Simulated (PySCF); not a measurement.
## Which is lower?

The two ends of one reaction step of GeNH4F, closed shell (PBE0-D4/def2-TZVP).

A:

```json
{"atom": "Ge1", "x (Å)": "-0.9175", "y (Å)": "-0.0386", "z (Å)": "0.6660"}
{"atom": "F2", "x (Å)": "2.1538", "y (Å)": "-0.9303", "z (Å)": "-1.0544"}
{"atom": "N3", "x (Å)": "0.1780", "y (Å)": "0.6159", "z (Å)": "-0.4610"}
{"atom": "H4", "x (Å)": "1.4506", "y (Å)": "-0.2936", "z (Å)": "-0.8899"}
{"atom": "H5", "x (Å)": "-0.6399", "y (Å)": "-1.4393", "z (Å)": "1.1969"}
{"atom": "H6", "x (Å)": "-2.1775", "y (Å)": "0.6517", "z (Å)": "1.2088"}
{"atom": "H7", "x (Å)": "-0.0522", "y (Å)": "1.5503", "z (Å)": "-0.7844"}
```

B:

```xyz
7
angstrom
Ge -0.1842 -0.5341 0.4849
F 1.2745 -0.5342 1.4544
N -0.0872 0.6712 -0.8638
H 0.5987 0.4845 -1.5801
H -0.2741 -1.9440 -0.1040
H -1.3020 -0.1278 1.4477
H -0.0419 1.6424 -0.5924
```

Computed with PySCF 2.14 with density fitting (its default auxiliary sets; JK sets also for MP2 and CCSD(T)) (basis: def2-TZVPP); correlated methods freeze the cores. Filled d shells of the heavier atoms are correlated. The def2 sets are not built for correlating such inner shells, so the correlated values are less sure here. B3LYP uses VWN-RPA correlation.

Q: Which structure is lower at CCSD(T), and by how much? (Judge from chemistry; the value comes from the calculation.)

A: Computed: B, by 57.49 kcal/mol (electronic energy, against the other). By their contacts, A is a complex of GeNH₃ ([NH][GeH2]) + HF and B is GeNH₄F ([NH2][GeH2][F]).

All methods give the same order:

```json
{"method": "SPW92", "E(B) − E(A) (kcal/mol)": "-54.59"}
{"method": "PBE-D4", "E(B) − E(A) (kcal/mol)": "-52.66"}
{"method": "r2SCAN-D4", "E(B) − E(A) (kcal/mol)": "-58.79"}
{"method": "PBE0-D4", "E(B) − E(A) (kcal/mol)": "-58.55"}
{"method": "B3LYP-D4", "E(B) − E(A) (kcal/mol)": "-56.28"}
{"method": "BHLYP-D4", "E(B) − E(A) (kcal/mol)": "-63.36"}
{"method": "wB97M-V", "E(B) − E(A) (kcal/mol)": "-60.69"}
{"method": "HF", "E(B) − E(A) (kcal/mol)": "-70.94"}
{"method": "MP2", "E(B) − E(A) (kcal/mol)": "-57.16"}
{"method": "CCSD", "E(B) − E(A) (kcal/mol)": "-60.21"}
{"method": "CCSD(T)", "E(B) − E(A) (kcal/mol)": "-57.49"}
```

The T1 diagnostic stays at or below 0.017. The restricted Hartree–Fock reference is unstable towards an unrestricted one at one or more of these structures.

Labels in which every atom is bracketed show which atoms are joined, not bond orders.

For scale, one of the runs: CCSD(T)/def2-TZVPP, 166 basis functions, launched by `OMP_NUM_THREADS=4 python run.py`. Hardware: 4 CPU threads of a Oxide Virtual Turin-like, shared host. Wall time 2.9 min; peak host memory 1.7 GiB.
